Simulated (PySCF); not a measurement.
Si(Cl)3(SiH3) (Cl₃H₃Si₂), SMILES Cl[Si](Cl)([SiH3])Cl. Geometry optimised at B3LYP-D3(BJ)/def2-SVP.

Task: Give the equilibrium geometry at B3LYP-D3(BJ)/def2-SVP (PySCF confirms it by a frequency run) as bond lengths and angles, and its point group. (The exact figures need the calculation; the answer reports its results.)

Result: point group C3v.
Atoms: Si1 Si2 Cl3 Cl4 Cl5 H6 H7 H8. Bond lengths (Å): Si1–Si2 2.333, Si1–H6 1.489, Si1–H7 1.489, Si1–H8 1.489, Si2–Cl3 2.069, Si2–Cl4 2.069, Si2–Cl5 2.069. Angles (°): Si2–Si1–H6 108.6, Si2–Si1–H7 108.6, Si2–Si1–H8 108.6, H6–Si1–H7 110.3, H6–Si1–H8 110.3, H7–Si1–H8 110.3, Si1–Si2–Cl3 110.4, Si1–Si2–Cl4 110.4, Si1–Si2–Cl5 110.4, Cl3–Si2–Cl4 108.5, Cl3–Si2–Cl5 108.5, Cl4–Si2–Cl5 108.5.
Charge 0, spin multiplicity 1.
